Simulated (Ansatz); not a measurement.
Isolated molecules relaxed with PBE0-D4/def2-TZVP in Ansatz; ΔE leaves out vibrations. CBS: MP2 limit from def2 TZ/QZ plus the TZ coupled-cluster correction, frozen cores. This one scheme is used for every species. Functionals use def2-TZVPP. B3LYP here is the variant with VWN-RPA as its local correlation; programs differ in this. For Ge outer-core shells are correlated without core-valence functions, which leaves a few kJ/mol of doubt a bond. Scalar relativity is left out up to krypton. One conformer a species, not always the lowest.

Consider the germylene formation by 1,1-elimination: `[OH][GeH]([OH])[F]` → H–F + `[OH][Ge][OH]`.

| level | ΔE (kJ/mol) | difference from CCSD(T)/CBS |
| --- | --- | --- |
| LDA (SPW92) | 128.3 | 13.5 |
| B97M-V | 136.5 | 21.7 |
| B3LYP-D4 | 102.1 | -12.7 |
| r2SCANh-D4 | 134.4 | 19.6 |
| r2SCAN0-D4 | 139.1 | 24.3 |
| CAM-B3LYP | 117.0 | 2.2 |
| RPA@PBE/def2-TZVPP | 119.5 | 4.7 |
| MP2/def2-SVP | 152.6 | 37.8 |
| CCSD(T)/def2-TZVPP | 131.3 | 16.5 |
| CCSD/CBS(def2) | 116.7 | 1.9 |
| CCSD(T)/CBS | 114.8 | 0 |

Largest T1 diagnostic among the species: 0.015.

From r2SCAN to r2SCAN0 (25 % exact exchange), in def2-TZVPP and without D4, ΔE moves by +7.7 kJ/mol. At CCSD(T), def2-SVP lies +24.8 kJ/mol from the extrapolated value and def2-TZVPP +16.5 kJ/mol. In def2-TZVPP, CCSD(T) changes the Hartree–Fock value by −11.0 kJ/mol (the triples alone add −1.9 kJ/mol) and MP2 by −6.3 kJ/mol.
